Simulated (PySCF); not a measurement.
**Whose spectrum? (fullerene)**

All values: TDDFT PBE0/6-31G*, gas phase, PySCF SCF with an in-house response code, fitting set def2-universal-JFIT up to Ne and JKFIT beyond, grid level 1 (kernel 0), vertical, one conformer each, geometries GFN2-xTB; core orbitals frozen in the response, virtual orbitals above 1.5 Eh left out. The lowest 6 singlets were sought, and the brightest is taken among them. The runs took 6 to 10 CPU minutes each on shared server CPUs.

Some members have small gaps, where a closed-shell solution may not be the ground state.

One system has its HOMO at -5.55 eV, its LUMO at -4.08 eV and these singlet states:

| state | eV | f |
| --- | --- | --- |
| S1 | 0.49 | 0.000 |
| S2 | 1.21 | 0.001 |
| S3 | 1.28 | 0.000 |
| S4 | 1.61 | 0.002 |
| S5 | 1.72 | 0.001 |
| S6 | 1.87 | 0.001 |

Problem. Which is it?
A. C34:4 fullerene, spiral 1 2 3 4 7 11 12 13 15 16 17 19 (C34)
B. C34:5 fullerene, spiral 1 2 3 5 7 10 11 13 15 16 18 19 (C34)
C. C34:3 fullerene, spiral 1 2 3 4 7 10 11 13 15 17 18 19 (C34)

Solution. C.

Problem. How do the candidates compare?

Solution. 
| system | HOMO / eV | LUMO / eV | S1 / eV | f(S1) | brightest state sought / eV |
| --- | --- | --- | --- | --- | --- |
| C34:3 fullerene, spiral 1 2 3 4 7 10 11 13 15 17 18 19 | -5.55 | -4.08 | 0.49 | 0.000 | 1.61 |
| C34:4 fullerene, spiral 1 2 3 4 7 11 12 13 15 16 17 19 | -5.74 | -3.89 | 0.91 | 0.000 | 1.89 |
| C34:5 fullerene, spiral 1 2 3 5 7 10 11 13 15 16 18 19 | -5.55 | -4.05 | 0.57 | 0.001 | 2.14 |
